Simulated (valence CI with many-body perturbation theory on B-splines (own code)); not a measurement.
Values are calculated unless marked as measured or tabulated.
**Sensitivity of CI+MBPT for Tm55+**

Method: valence CI with perturbative core correlation (CI+MBPT): four valence electrons over a frozen Dirac-Fock core [Ne], radial functions for each j: 6 s, 6 p, 5 d, 3 f, 1 g, with the one-electron correlation potential Σ1 (screened to all orders), the two-electron term Σ2, the three-electron term Σ3, Breit, model QED; selected single and double excitations, second order for the rest, scaled by the run's own slope (own B-spline code, finite nucleus).

The last digits are not significant, and no measured levels were compared; by estimate large intervals hold to a few tenths of a per cent, small ones and those within an open d or f shell to about a per cent.

The reference run has the lowest level (3s^2 3p1/2^2) J=0 and an ionisation energy of 5529.60 eV. Its largest variational space holds 9996 state functions.

Levels are named by their leading jj configuration (3d3/2^4 stands for four electrons in 3d with j = 3/2), which in mixed levels can hold well under half, so a name can repeat and another be missing.

Changed runs:
A. selection threshold (hartree) 2e-08 → 1e-06
B. correlating orbitals by l 3 3 3 2 1 → 1 4 2 0 2; highest l with Σ1, explicit Σ2 and valence Breit (higher l get mean screening factors) 3 → 2
C. cutoff of virtual states (hartree) 9522 → 23160
D. Davidson iteration limit 60 → 1 (bad on purpose)

Excitation energies of the reference run in cm⁻¹, and shifts in cm⁻¹:

| Level | Reference | A | B | C | D |
| --- | --- | --- | --- | --- | --- |
| (3s^2 3p1/2 3p3/2) J=1 | 1992230 | -0.1 | -466 | +32 | +659 |
| (3s^2 3p1/2 3p3/2) J=2 | 2062030 | -0.2 | -2.2 | +32 | +1274 |
| (3s 3p1/2^2 3p3/2) J=2 | 3206380 | +0.1 | -703 | +35 | +764 |
| (3s 3p1/2^2 3p3/2) J=1 | 3415870 | +0.5 | +80 | +40 | +554 |
| (3s^2 3p1/2 3d3/2) J=2 | 3618180 | -0.7 | +853 | +65 | +985 |
| (3s^2 3p1/2 3d3/2) J=1 | 3933210 | -0.3 | +1961 | +61 | +688 |
| (3s^2 3p3/2^2) J=2 | 4106120 | +0.1 | -314 | +64 | +1166 |
| (3s^2 3p1/2 3d5/2) J=2 | 4228850 | -1.6 | +994 | +66 | +859 |
| (3s^2 3p1/2 3d5/2) J=3 | 4235960 | -0.8 | +1385 | +67 | +560 |
| (3s^2 3p3/2^2) J=0 | 4257370 | +0.1 | +256 | +64 | +13 |
| (3s 3p1/2^2 3d3/2) J=1 | 4861830 | -0.4 | +1009 | +68 | +592 |
| (3s 3p1/2^2 3d3/2) J=2 | 4914620 | -1.7 | +1221 | +68 | +1456 |
| Ionisation energy (eV) | 5529.60 | +3e-05 | -0.15 | +0.0082 | -0.00041 |

Run D: The Davidson iterations stopped at their limit.
